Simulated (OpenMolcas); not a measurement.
# neutral boron: effect of the IPEA shift

```yaml
Program: OpenMolcas 26.06
Basis: ANO-RCC-VTZP [4s3p2d1f]
Scalar_Hamiltonian: DKH2, point nucleus
Active_space: 3 electrons in 9 orbitals (RAS2 2s 2p; RAS3 3d, at most 2 electrons)
State_averaging: 2S+1 = 4 odd, 1 root (0 in the spin-orbit step); 2S+1 = 2 odd, 3 roots; 2S+1 = 4 even, 3 roots; 2S+1 = 2 even, 5 roots
Spin-orbit_coupling: state interaction with AMFI integrals over the reference wave functions, term energies averaged over their components
```

Methods on the same reference wave functions:
A. RASSCF
B. SS-RASPT2, IPEA 0 Eh, imaginary shift 0.1 Eh (closed shells correlated: 1s)
C. SS-RASPT2, IPEA 0.25 Eh, imaginary shift 0.1 Eh (closed shells correlated: 1s)

Energies in cm-1 above 2s2 2p 2P* 1/2, the measured ground level; measured values from NIST Handbook of Basic Atomic Spectroscopic Data.

```json
{"Level": "2s2 2p 2P* 1/2", "A": "0.0", "B": "0.0", "C": "0.0", "Measured": "0.0"}
{"Level": "2s2 2p 2P* 3/2", "A": "14.5", "B": "14.5", "C": "14.5", "Measured": "15.3"}
{"Level": "2s 2p2 4P 1/2", "A": "27373", "B": "28100", "C": "28130", "Measured": "28870"}
{"Level": "2s 2p2 4P 3/2", "A": "27378", "B": "28100", "C": "28140", "Measured": "28875"}
{"Level": "2s 2p2 4P 5/2", "A": "27387", "B": "28110", "C": "28150", "Measured": "28881"}
{"Level": "2s 2p2 2D 3/2", "A": "50929", "B": "48970", "C": "49080", "Measured": "47857"}
{"Level": "2s 2p2 2D 5/2", "A": "50929", "B": "48970", "C": "49080", "Measured": "47857"}
```

Deviations, from unrounded energies. A percentage is the sum of absolute deviations over the sum of measured energies, with the sign that they share, or ± where signs differ.

| Against measurement | Levels | A | B | C |
| --- | --- | --- | --- | --- |
| mean absolute deviation (cm-1) | 6 | 1800 | 760 | 780 |
| fine structure of the ground term (%) | 1 | -5.3 | -5.3 | -5.3 |
| other configurations (%) | 5 | ±5.8 | ±2.5 | ±2.6 |

B, C lie about equally close to measurement and A furthest from it. The largest miss of B in the table is 2s 2p2 2D 5/2, by +1100 cm-1. The ranking rests on the paired levels alone, and a cruder setting can come out closer through cancelling errors.

Between B and C the level of the table that moves most is 2s 2p2 2D 3/2, by 110 cm-1 (lowest in B, highest in C). Moves below CASPT2's spread within the term are not significant.

The lowest spin-free term lies below A's lowest term by 0.035 hartree in B, 0.035 hartree in C.

Term energies are means over components that CASPT2 splits; among the terms shown or strongly mixed into the levels shown the widest spread is 13 cm-1 (2s 2p2 2D, B). Active for correlation alone: 3d; no level in the range computed is led by a configuration that fills it, so any true level of that kind is missing. Without dynamic correlation excited terms often stand tens of per cent too high (terms of higher spin than the ground term too low), and those without a measured partner can miss by more than the paired ones (holds for A). Measured partners are found by configuration, term and J. A level has none where our copy of the source lacks it or the pairing is in doubt (some pairs that miss far off the trend of their configuration count as doubtful), and it then counts in no deviation. Levels of configurations outside the active space are missing.

* marks odd parity.
